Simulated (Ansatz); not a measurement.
System (SMILES): [Si]Br (Si-Br), doublet.
Atoms: Si1, Br2. Bonds: Si1-Br2.

Basis-set convergence of the highest harmonic wavenumber at PBE with Ansatz (a first-principles code). Each level at its own minimum, finite differences of forces, unscaled; the reference is a large set that could be run, not a limit. Cartesian d functions, on some or all atoms, in 3-21G, 6-31G; all else is spherical. The program fits the integrals of some runs and decomposes those of others, by size. Open shells are unrestricted. No added dispersion term, no relativity. Reference: the value in pcseg-3, 405 cm⁻¹. Deviations are taken from unrounded values.

```json
[
 {"basis": "3-21G", "functions": "36", "highest harmonic wavenumber (cm⁻¹)": "354", "minus reference (cm⁻¹)": "-51"},
 {"basis": "6-31G", "functions": "42", "highest harmonic wavenumber (cm⁻¹)": "357", "minus reference (cm⁻¹)": "-48"},
 {"basis": "cc-pV(D+d)Z", "functions": "50", "highest harmonic wavenumber (cm⁻¹)": "406", "minus reference (cm⁻¹)": "1"},
 {"basis": "aug-pcseg-1", "functions": "63", "highest harmonic wavenumber (cm⁻¹)": "393", "minus reference (cm⁻¹)": "-12"},
 {"basis": "cc-pV(T+d)Z", "functions": "82", "highest harmonic wavenumber (cm⁻¹)": "406", "minus reference (cm⁻¹)": "1"},
 {"basis": "def2-TZVPP", "functions": "90", "highest harmonic wavenumber (cm⁻¹)": "405", "minus reference (cm⁻¹)": "0"},
 {"basis": "def2-TZVPPD", "functions": "105", "highest harmonic wavenumber (cm⁻¹)": "405", "minus reference (cm⁻¹)": "0"},
 {"basis": "aug-pcseg-2", "functions": "109", "highest harmonic wavenumber (cm⁻¹)": "404", "minus reference (cm⁻¹)": "-1"},
 {"basis": "aug-cc-pV(T+d)Z", "functions": "114", "highest harmonic wavenumber (cm⁻¹)": "404", "minus reference (cm⁻¹)": "-1"},
 {"basis": "cc-pV(Q+d)Z", "functions": "132", "highest harmonic wavenumber (cm⁻¹)": "405", "minus reference (cm⁻¹)": "0"},
 {"basis": "pcseg-3", "functions": "132", "highest harmonic wavenumber (cm⁻¹)": "405", "minus reference (cm⁻¹)": "0"},
 {"basis": "def2-QZVP", "functions": "145", "highest harmonic wavenumber (cm⁻¹)": "405", "minus reference (cm⁻¹)": "0"},
 {"basis": "def2-QZVPP", "functions": "159", "highest harmonic wavenumber (cm⁻¹)": "405", "minus reference (cm⁻¹)": "0"}
]
```

The smallest set listed that lies within 20 cm⁻¹ of the reference with all its larger relatives (same family, alike in diffuse functions; a set with none counts only in the reference's own line) is cc-pV(D+d)Z (50 functions, 1 cm⁻¹ off). Inside, with no larger relative to test it: def2-TZVPPD, aug-cc-pV(T+d)Z.
